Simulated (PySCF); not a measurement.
The same groups moved round the core (pyridine mercapto). Gas-phase values, no solvent. One relaxed conformer stands for each flexible species; it need not be the lowest. Strings in code marks are SMILES.

Quantity: electronic energy of isomers of C5H5NS relative to `Sc1ccccn1` (H–S–C–N torsion 0°), in kcal/mol.

Level 1: B3LYP/3-21G // PBE-D3(BJ)/def2-SVP (PySCF)
Level 2: B3LYP/6-311+G** // PBE-D3(BJ)/def2-SVP (PySCF)
Level 3: B3LYP/LANL2DZ // PBE-D3(BJ)/def2-SVP (PySCF)
Level 4: PBE/6-31G* // PBE-D3(BJ)/def2-SVP (PySCF)

| species | level 2 | level 3 | level 4 |
|---|---|---|---|
| `Sc1cccnc1` (H–S–C–C torsion 0°) | 4.06 | 4.38 | 3.67 |
| `Sc1ccncc1` (H–S–C–C torsion 0°) | 2.47 | 3.25 | 2.35 |

Task: What does level 1 give for each?

Result: 
- `Sc1cccnc1` (H–S–C–C torsion 0°): 4.07
- `Sc1ccncc1` (H–S–C–C torsion 0°): 3.15
